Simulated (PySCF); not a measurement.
Match the calculated data to a structure.

All candidates are C9H6N2.

| technique | computed result |
| --- | --- |
| UV, first state | lowest singlet excitation: 4.36 eV (284 nm, f = 0.118) [TDDFT CAM-B3LYP/def2-SVPD] |
| UV, strongest line | among the 6 lowest singlet transitions: S4 at 5.81 eV (213 nm, f = 0.840) [TDDFT CAM-B3LYP/def2-SVPD] |
| Polarisability | 124.1 au [CAM-B3LYP/def2-SVPD] |
| Rotational structure | rotational constants A, B, C: 4.000, 0.723, 0.612 GHz [PBE0-D3(BJ)/def2-SVP] |
| Dipole | 3.92 D [CAM-B3LYP/def2-SVPD] |

The electronic properties come from PySCF, for the isolated species, density fitting. Levels stand in brackets. Geometry: PBE0-D3(BJ)/def2-SVP; no solvent, vibrations or thermal averaging.

Question: Which candidate is it?
A. `Cc1cc(C#N)ccc1C#N`
B. `Cc1cccc(C#N)c1C#N`
C. `N#Cc1ccn2ccccc12`
D. `C#Cc1cn2ccccc2n1`
E. `C=CCC#C/C(C#N)=C\C#N`

Answer: D. It is `C#Cc1cn2ccccc2n1`. Numbering: `[CH:1]#[C:2][c:3]1[cH:4][n:5]2[cH:6][cH:7][cH:8][cH:9][c:10]2[n:11]1`. Its formula, C9H6N2, gives 8 degrees of unsaturation: 2 rings and 6 π bonds in the structure found (Kekulé form). S1 is mainly HOMO→LUMO (weight 0.91); the largest Löwdin shares of the orbital it empties are 0.24 on an aromatic CH next to a ring nitrogen, 0.11 on an aromatic CH carbon, 0.10 on the pyridine-type nitrogen and 0.10 on the substituted aromatic carbon, of the orbital it fills 0.18 on an aromatic CH carbon, 0.18 on an aromatic CH next to a ring nitrogen, 0.14 on an aromatic CH carbon and 0.11 on an aromatic CH carbon. The optimised geometry has point group Cs and is an asymmetric top.

The others, at the same levels:
- `Cc1cc(C#N)ccc1C#N` fails: its computed lowest singlet excitation is 4.85 eV (256 nm, f = 0.057) (against 4.36 eV), strongest line among the 6 lowest singlet transitions is S6 at 6.72 eV (185 nm, f = 0.580) (against S4 at 5.81 eV) and static isotropic polarisability is 116.2 au (against 124.1 au).
- `N#Cc1ccn2ccccc12` fails: its computed lowest singlet excitation is 4.01 eV (309 nm, f = 0.102) (against 4.36 eV), strongest line among the 6 lowest singlet transitions is S6 at 6.07 eV (204 nm, f = 0.374) (against S4 at 5.81 eV) and static isotropic polarisability is 118.9 au (against 124.1 au).
- `C=CCC#C/C(C#N)=C\C#N` fails: its computed strongest line among the 6 lowest singlet transitions is S2 at 4.47 eV (277 nm, f = 0.336) (against S4 at 5.81 eV), rotational constant A is 1.418 GHz (against 4.000 GHz) and smallest rotational constant is 0.441 GHz (against 0.612 GHz).
- `Cc1cccc(C#N)c1C#N` fails: its computed lowest singlet excitation is 4.84 eV (256 nm, f = 0.050) (against 4.36 eV), strongest line among the 6 lowest singlet transitions is S3 at 6.21 eV (200 nm, f = 0.618) (against S4 at 5.81 eV) and static isotropic polarisability is 113.1 au (against 124.1 au).

Each candidate is one conformer, not necessarily the lowest. The conformers computed, where there is a choice (atom-mapped SMILES and torsion angles):
- `[CH2:1]=[CH:2][CH2:3][C:4]#[C:5]/[C:6]([C:7]#[N:8])=[CH:9]\[C:10]#[N:11]`: C1–C2–C3–C4 123°
